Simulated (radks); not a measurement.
Spherical quantum dot in the effective-mass picture: electrons in a hard-walled sphere of radius 4.06, all in effective atomic units (hartree* = m*/eps^2 hartree, bohr* = eps/m* bohr), one dielectric constant everywhere. Method: non-relativistic Kohn-Sham, LDA (Slater exchange, Perdew-Wang correlation), spin-polarised, spherical densities; computed with a radial shooting solver with Libxc functionals. Levels are named by radial order and angular momentum (1s, 1p, 1d, 2s, ...), and open shells are averaged over m. Results are scaled to m* = 0.145 and eps = 6.8, for which hartree* = 85.33 meV and bohr* = 2.482 nm.

N = 17, configuration 1s2 1p6 1d(up 5, down 4). This is the lowest configuration that the search found. Occupied and some empty levels:

| level | occupation | eigenvalue (meV) | <r> (nm) |
|---|---|---|---|
| 1s up | 1 | 479.15 | 6.658 |
| 1s down | 1 | 480.19 | 6.650 |
| 1p up | 3 | 493.36 | 6.958 |
| 1p down | 3 | 494.45 | 6.955 |
| 1d up | 5 | 517.45 | 7.205 |
| 1d down | 4 | 518.56 | 7.205 |
| 1f up | 0 | 550.11 | 7.409 |
| 1f down | 0 | 551.24 | 7.409 |
| 2s up | 0 | 569.30 | 4.546 |
| 2s down | 0 | 569.81 | 4.544 |
| 2p up | 0 | 614.53 | 5.289 |
| 2p down | 0 | 615.19 | 5.286 |

Energy (meV): total 4765.66, kinetic 1324.8, external 0, Hartree 3985.7, exchange-correlation -544.82.
